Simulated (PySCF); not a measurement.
Species: C₆H₁₁O (doublet state).
Geometry (GFN2-xTB, Å), atoms numbered from 1 in this order:
```
atom  x, y, z in Å
C1     2.599   -0.061    0.512
C2     1.562    0.005   -0.520
C3     0.227   -0.673   -0.071
C4    -0.434    0.068    1.107
C5    -1.884    0.243    0.653
C6    -1.719    0.263   -0.865
O7    -0.707   -0.682   -1.136
H8     2.734    0.738    1.215
H9     3.125   -0.980    0.686
H10    1.332    1.039   -0.785
H11    1.876   -0.529   -1.421
H12    0.443   -1.719    0.173
H13   -0.348   -0.493    2.035
H14    0.040    1.040    1.247
H15   -2.347    1.149    1.038
H16   -2.483   -0.618    0.949
H17   -2.612   -0.045   -1.412
H18   -1.415    1.263   -1.210
```

The hyperfine couplings belong to this conformer and change with its torsions.

As a line formula: `[CH2]C[C@H]1CCCO1` [radical].

Level of theory: UKS B3LYP, pcH-1 on C H O, non-relativistic, mean-field spin-orbit, GIAO (PySCF). One conformer (not necessarily the lowest) at the GFN2-xTB geometry, without solvent, vibrations or thermal averaging. Couplings are sensitive to structure, and on GFN2-xTB geometries they can be far from those on DFT ones. The SCF solution wasn't tested for stability.

(1) Break the g tensor into its mass correction, gauge correction and orbital-Zeeman/spin–orbit terms.

(2) At 9.413 GHz, how far is the centre of the isotropic spectrum from where a free electron (g = 2.002319) resonates?

(3) What are the electron Larmor frequencies g μB B/h along the three axes at 350 mT?

(4) What effective moment and Curie constant follow for a powder?

(5) In a frozen sample, at which fields do the three g values resonate at 9.5, 34, 94 and 263 GHz (hyperfine left aside), and which band first spreads them over more than twice a line width of 0.5 mT?

Results:

(1) 
| Δg (ppm) | 1 | 2 | 3 |
| --- | --- | --- | --- |
| relativistic mass correction | -144 | -144 | -144 |
| gauge correction | 8 | 31 | 28 |
| orbital Zeeman/spin–orbit | -26 | 562 | 743 |
| total | -161 | 450 | 628 |

So g = 2.00216, 2.00277, 2.00295 and g_iso = 2.00262; the tensor is rhombic: the two nearest values differ by 23 % of g3 − g1. Axes: g3 points within 7° of the C1–H9 bond.

(2) B = hν/(g μB) with μB/h = 13.99624 MHz/mT gives 335.88 mT for the free electron and 335.83 mT at g_iso, 0.05 mT lower.

(3) 9.8079, 9.8109, 9.8118 GHz for g1, g2 and g3, a range of 3.9 MHz.

(4) With the mean of g² = 4.0105 and S(S+1) = 0.75: μ_eff = √(⟨g²⟩S(S+1)) = 1.734 μB and χT = 0.12505·⟨g²⟩·S(S+1) = 0.376 cm³ K/mol (cgs; spin-Hamiltonian part alone).

(5) 
| band | GHz | B(g3) mT | B(g2) mT | B(g1) mT | spread mT |
| --- | --- | --- | --- | --- | --- |
| X | 9.5 | 338.88 | 338.91 | 339.01 | 0.13 |
| Q | 34.0 | 1212.82 | 1212.93 | 1213.30 | 0.48 |
| W | 94.0 | 3353.10 | 3353.40 | 3354.42 | 1.32 |
| J | 263.0 | 9381.55 | 9382.39 | 9385.25 | 3.70 |

The spread grows in proportion to the frequency. W band is the first where it exceeds 1.0 mT.

Largest spin populations (Mulliken): C1 (+1.07), C2 (-0.09) and C3 (+0.06). C1 is the only atom above +0.15. The positive populations add up to 1.18 and the negative ones to -0.18, together 2S = 1. The angles at C1 add up to 359.2°, so it is planar; its axial dipolar tensor and the negative couplings of its protons fit spin in a p orbital normal to that plane.

The HOMO–LUMO gaps are 6.65 eV among the α and 5.26 eV among the β orbitals.

Hardware: an Intel Xeon at 2.50 GHz with one thread, shared host with 64 logical CPUs at a one-minute load of 62. Cost: 2.8 min (with the writing of density and orbital grids), 1.0 GiB resident at most.
